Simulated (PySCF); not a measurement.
Frontier orbitals and the lowest excitations

Compound: C8H10.
Cartesian coordinates in Å at the GFN2-xTB level; atoms count from 1:
```
atom  x, y, z in Å
C1     2.2878   -0.2423    0.6067
C2     0.9417    0.1985    0.1453
C3     0.3417    1.3605    0.3692
C4    -1.0213    1.4703   -0.2517
C5    -1.2536    0.0834   -0.8623
C6    -1.8936   -0.9387    0.0435
C7    -0.7816   -1.6453    0.2100
C8     0.0614   -0.7261   -0.6449
H9     2.1999   -1.1426    1.2145
H10    2.9218   -0.4801   -0.2478
H11    2.7693    0.5342    1.1959
H12    0.7604    2.1791    0.9321
H13   -1.7798    1.7126    0.4973
H14   -1.0409    2.2578   -1.0100
H15   -1.6482    0.1157   -1.8767
H16   -2.9003   -1.0230    0.4128
H17   -0.5254   -2.5312    0.7631
H18    0.5518   -1.1764   -1.5087
```

Level of theory: PySCF 2.14.0, density-fitted response routines, TDDFT CAM-B3LYP/def2-SVPD, vertical, gas phase, core orbitals frozen in the response.

Frontier orbitals with the atoms that hold most of them (Löwdin shares over 4%, at most four atoms; ? is withheld):

```csv
orbital,ε (eV),atoms
LUMO+2,1.95,"C3 13%, C2 12%, C6 9%, C1 9%"
LUMO+1,1.50,"C1 21%, C3 9%, C7 8%, H11 7%"
LUMO,?,?
HOMO,-7.84,"C3 29%, C2 27%, C7 8%, C4 7%"
HOMO-1,-8.50,?
HOMO-2,-10.13,"C8 26%, C5 26%, C6 12%, C1 6%"
HOMO-3,-10.42,"C5 19%, C7 15%, C8 14%, C6 12%"
```

**Question.** Give the leading atoms of the HOMO-1.

**Answer.** C7 (bonded to 2 C and H) 28%; C6 (bonded to 2 C and H) 27%; C8 (bonded to 3 C and H) 10%; C5 (bonded to 3 C and H) 7%.

**Question.** Which atoms hold the LUMO, and with what shares?

**Answer.** C7 (bonded to 2 C and H) 24%; C6 (bonded to 2 C and H) 23%; C2 (bonded to 3 C) 6%; H16 (bonded to C) 5%. By element: carbon 52% or more, hydrogen 5% or more.

**Question.** What is the LUMO energy, and the HOMO–LUMO gap?

**Answer.** ε(LUMO) = 1.31 eV; the gap is 9.14 eV (0.3360 hartree).

**Question.** How does S1 compare with the orbital gap of 9.14 eV?

**Answer.** S1 is at 6.06 eV (f = 0.024), 3.08 eV below the gap, made of HOMO→LUMO (93%). Without the coupling terms of the response equations the lowest excitation would equal the gap.

**Question.** One configuration dominates each of S1 and S2. Which, and how do the shares of the two leading atoms of either orbital change from the occupied to the empty one?

**Answer.** 
- S1 (6.06 eV, f 0.024), HOMO→LUMO (93%): C3 29% → at most 6%, C2 27% → 6%, C7 8% → 24%, C6 at most 7% → 23%
- S2 (6.54 eV, f 0.0014), HOMO→LUMO+1 (78%): C3 29% → 9%, C2 27% → at most 7%, C1 at most 7% → 21%

Löwdin shares depend on the basis, the more so with diffuse functions.

The run took 92 s wall on Arm Neoverse N1, one thread, shared host, and the process peaked at 1.0 GiB of memory.
